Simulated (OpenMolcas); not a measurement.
# Potential curves of SnC: spin-free states

Computed with OpenMolcas 26.06: state-averaged CASSCF(8,8) over Sn 5s 5p, C 2s 2p, XMS-CASPT2 (IPEA 0.25, imaginary shift 0.2 hartree), scalar X2C, ANO-RCC-VTZP, then RASSI spin–orbit state interaction with atomic mean-field integrals. C2 symmetry about the axis (a holds Σ, Δ, Γ; b holds Π, Φ, H; Σ⁺ and Σ⁻ are not told apart); roots by multiplicity and irrep: 3b 6, 3a 5, 1a 5, 1b 4, 5b 2.

XMS-CASPT2 energies in eV from the lowest point. Curves are followed by energy order within each symmetry, so they are adiabatic and may change character at avoided crossings; Σ⁺ and Σ⁻ are counted together.

| R (Å) | (1)3Π | (1)1Σ | (1)1Π | (1)1Δ | (1)5Π |
| --- | --- | --- | --- | --- | --- |
| 1.745 | 0.996 | 1.083 | 1.835 | 2.815 | 3.646 |
| 1.846 | 0.314 | 0.595 | 1.151 | 1.842 | 2.519 |
| 1.938 | 0.048 | 0.522 | 0.881 | 1.321 | 1.893 |
| 2.029 | 0.000 | 0.607 | 0.833 | 1.053 | 1.528 |
| 2.131 | 0.112 | 0.795 | 0.929 | 0.963 | 1.330 |
| 2.232 | 0.328 | 1.007 | 1.133 | 1.017 | 1.285 |
| 2.374 | 0.722 | 1.306 | 1.499 | 1.226 | 1.380 |
| 2.557 | 1.276 | 1.698 | 1.991 | 1.602 | 1.650 |
| 2.841 | 2.101 | 2.268 | 2.617 | 2.202 | 2.151 |
| 3.246 | 2.831 | 2.838 | 3.049 | 2.823 | 2.750 |
| 3.855 | 3.180 | 3.163 | 3.146 | 3.221 | 3.238 |
| 4.667 | 3.223 | 3.231 | 3.182 | 3.359 | 3.312 |

(1) With masses 119.902 and 12.000 u, fit the curves (1)3Π, (1)1Σ, (1)1Δ, (1)5Π near their minima.

The 5 lowest clean curves are shown; the next is (2)3Π, from 2.36 eV. Left out for impure symmetry, kinks or missing points, though low: (1)3Σ, (2)1Σ, (3)1Σ. Only roots inside an energy window near the equilibrium distance were included, so the list of states is not complete; labels number the states computed. Each spin and symmetry block has orbitals of its own, averaged over its own roots, so gaps between blocks are less sure than gaps within one and near the minimum can be off by tenths of an eV, in bad cases by more. No Rydberg orbitals are active, so Rydberg states, and σ→σ* states whose orbital the CASSCF left unused, can be missing between those listed. CASPT2 splits the two components of degenerate states numerically, here by up to 140 cm⁻¹. At stretched bonds a block can hold a wrong CASSCF solution and miss its lowest state; points past a visible jump are left out. No roots were computed in block 5a (none fell in the window or the block failed), so states of that kind are missing and can lie low or lowest. Points that failed a check (symmetry, reference weights, a jump) are left out.

## Answers

(1) At XMS-CASPT2, Te from the lowest curve (the fit fixes ωe to a per cent or two; the method's Re and ωe can be off by some per cent):

| curve | Te (cm⁻¹) | Re (Å) | ωe (cm⁻¹) |
| --- | --- | --- | --- |
| (1)3Π | 0 | 2.008 | 681.3 |
| (1)1Σ | 4210 | 1.923 | 730.0 |
| (1)1Δ | 7800 | 2.135 | 577.9 |
| (1)5Π | 10380 | 2.221 | 502.5 |
